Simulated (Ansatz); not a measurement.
A structure relaxed at PBE0-D4/def2-TZVP, charge 0, multiplicity 1:

```xyz
10

C    -0.644    1.734    0.624
Al    0.690    0.360    0.270
F     2.223    0.668    0.835
B     0.442   -1.490   -0.799
O    -0.496   -2.360   -0.346
H    -0.448    2.259    1.563
H    -0.634    2.489   -0.171
H    -1.657    1.324    0.662
H     1.078   -1.811   -1.775
H    -0.553   -3.171   -0.862
```

(1) Give its formula and SMILES.

(2) Summarise the bond lengths by kind.

## Answers

(1) CH5AlBFO, `[CH3][Al]([F])[BH]O`.

(2) 1 × Al–C 1.947 Å; 3 × C–H 1.093 to 1.096 Å; 1 × Al–F 1.663 Å; 1 × Al–B 2.150 Å; 1 × B–O 1.357 Å; 1 × B–H 1.209 Å; 1 × H–O 0.963 Å.

Program: Ansatz 0.2.0.
